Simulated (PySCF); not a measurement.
All values below come from PBE-D3(BJ)/def2-TZVP // PBE0-D4/def2-TZVP run with PySCF 2.14.0. Gas-phase values, no solvent. Excitations are Tamm–Dancoff values on a coarser integration grid. The basis has no diffuse functions, so Rydberg states are missing or too high.

Reference species (SMILES): `[CH3][InH2]` (neutral, multiplicity 1).

| Item | Value |
|---|---|
| HOMO–LUMO gap | 4.14 eV |
| dipole moment | 0.73 D |
| S1 oscillator strength | 0.001 |
| T1 excitation (TDA) | 3.97 eV |

Changed species: `[CH3][InH][CH3]` (2 of 3 H replaced by CH3; the reference has 1 of 3 H replaced by CH3).

Task: Predict the effect on the HOMO–LUMO gap, dipole moment, S1 oscillator strength and T1 excitation (TDA).

Result: the HOMO–LUMO gap hardly moves; the dipole moment decreases by 0.11 D, to 0.62 D; the S1 oscillator strength stays essentially unchanged; the T1 excitation (TDA) increases by 0.02 eV, to 3.99 eV.
